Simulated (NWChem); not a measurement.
Species: SnH3Cl; SMILES [Cl][SnH3]

```xyz
5

Sn     0.0000     0.0000    -0.5734
Cl     0.0000     0.0000     1.8042
H      1.6035     0.4008    -1.0587
H     -1.1488     1.1883    -1.0587
H     -0.4547    -1.5890    -1.0587
```
Atoms are numbered in this order, from 1.

Level: PBE-D3(BJ)/def2-SVP with def2 effective core potentials on Sn (NWChem), optimised geometry, unscaled harmonic frequencies. def2 effective core potentials on Sn; no spin-orbit coupling.

Problem. List the harmonic frequencies with IR intensities, and the thermochemistry.

Solution. 
| frequency (cm⁻¹) | IR intensity (km/mol) |
|---|---|
| 363 | 37.5 |
| 475 | 19.9 |
| 475 | 19.9 |
| 674 | 66.0 |
| 674 | 66.0 |
| 687 | 173.7 |
| 1868 | 44.3 |
| 1890 | 154.6 |
| 1890 | 154.6 |

```
Quantity                                                                           Result
-----------------------------------------------------------------------  ----------------
zero-point energy                                                           12.9 kcal/mol
thermal correction to the enthalpy at 298.15 K (with zero-point energy)     16.0 kcal/mol
heat capacity Cv                                                         12.8 cal/(mol K)
entropy at 298.15 K and 1 atm (symmetry number 3)                        66.2 cal/(mol K)
```

Rigid rotor and harmonic oscillator.
